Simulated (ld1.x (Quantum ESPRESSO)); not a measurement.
**Which change was made? (Al, TM)**

aluminium, norm-conserving Troullier–Martins (Kleinman–Bylander form), made with ld1.x (Quantum ESPRESSO) 7.5 (PBEsol, scalar-relativistic). Core [Ne], reference 3s2 3p1. Waves: 3p (bound): rc 2.15 bohr; 3s (bound): rc 1.65 bohr. Local part: the s channel. Core correction: Bessel-smoothed model core inside 0.95 bohr.

Cutoffs, loose and tight: the cutoffs (Ry, on a coarse ladder) from which the occupation-weighted sum of valence levels, in a spherical-Bessel basis at the reference potential, stays within 10 and 1 mRy of its value at 400 Ry. They do not see the model core or the augmentation charge, which bear on the density cutoff. Test errors are all-electron minus pseudo excitation energies from the reference, over the configurations 3s2 3p0; 3s1 3p0; 3s2 3p0.5; 3s1 3p2; 3s0 3p3; 3s1 3p1; 3s2 3p1.3; variants that change the core or the reference have their own tests.

The base gives: outcome: generated; cutoff, loose: 10 Ry; cutoff, tight: 30 Ry; bound ghosts: none; largest test error (meV): +11.

(1) After one change the result is: outcome: generated; cutoff, loose: 8 Ry; cutoff, tight: 21 Ry; bound ghosts: none; largest test error (meV): -38. Which change was it?
A. wave 3s (bound): rc 1.65 bohr becomes 3s (bound): rc 1.10 bohr
B. wave 3s (bound): rc 1.65 bohr becomes 3s (bound): rc 2.50 bohr
C. wave 3s (bound): rc 1.65 bohr becomes 3s (bound): rc 1.46 bohr
D. wave 3s (bound): rc 1.65 bohr becomes 3s (bound): rc 2.22 bohr
E. wave 3s (bound): rc 1.65 bohr becomes 3s (bound): rc 1.26 bohr

Results:

(1) B. The others give: wave 3s (bound): rc 1.65 bohr becomes 3s (bound): rc 1.10 bohr → outcome: generated; cutoff, loose: 180 Ry; cutoff, tight: 230 Ry; bound ghosts: p, s (extra level of the local part); largest test error (meV): -175 | wave 3s (bound): rc 1.65 bohr becomes 3s (bound): rc 1.46 bohr → outcome: generated; cutoff, loose: 30 Ry; cutoff, tight: 70 Ry; bound ghosts: none; largest test error (meV): +14 | wave 3s (bound): rc 1.65 bohr becomes 3s (bound): rc 2.22 bohr → outcome: generated; cutoff, loose: 10 Ry; cutoff, tight: 25 Ry; bound ghosts: none; largest test error (meV): -15 | wave 3s (bound): rc 1.65 bohr becomes 3s (bound): rc 1.26 bohr → outcome: generated; cutoff, loose: 50 Ry; cutoff, tight: 140 Ry; bound ghosts: none; largest test error (meV): +32.
